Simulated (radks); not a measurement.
The numbers below are computed, except where a source is named.
Task: The mean radii <r> (bohr) of the occupied orbitals of an atom or ion are listed with their occupations. Level of theory: scalar-relativistic Kohn-Sham, BLYP, spin-polarised, spherical densities, finite nucleus; Fermi nuclear charge, rms radius of each element as measured or else 0.836 A^(1/3) + 0.57 fm (a radial shooting solver on a logarithmic mesh with Libxc functionals).

| orbital | occ. | <r> |
|---|---|---|
| 1s down | 1 | 0.01744 |
| 1s up | 1 | 0.01744 |
| 2s up | 1 | 0.07361 |
| 2s down | 1 | 0.07361 |
| 2p up | 3 | 0.06622 |
| 2p down | 3 | 0.06622 |
| 3s up | 1 | 0.1904 |
| 3s down | 1 | 0.1904 |
| 3p up | 3 | 0.1912 |
| 3p down | 3 | 0.1912 |
| 3d up | 5 | 0.1731 |
| 3d down | 5 | 0.1731 |
| 4s up | 1 | 0.4213 |
| 4s down | 1 | 0.4213 |
| 4p up | 3 | 0.4470 |
| 4p down | 3 | 0.4471 |
| 4d up | 5 | 0.4706 |
| 4d down | 5 | 0.4708 |
| 5s up | 1 | 0.8793 |
| 5s down | 1 | 0.8801 |
| 4f up | 7 | 0.4976 |
| 4f down | 6 | 0.4982 |

Name the element and its charge. Open shells, if any, are filled with parallel spins first.

Result: Z = 77, iridium, charge +16: Ir16+ in [Kr] 4d10 4f13 5s2. The 1s radius gives Z: for a bare nucleus <r> = (2 gamma + 1)/(2Z) with gamma = sqrt(1 - (Z/c)^2), 0.01724 bohr for Z = 77, and screening makes it slightly larger (0.01744 here). The occupations add up to 61, and the charge is Z minus that.
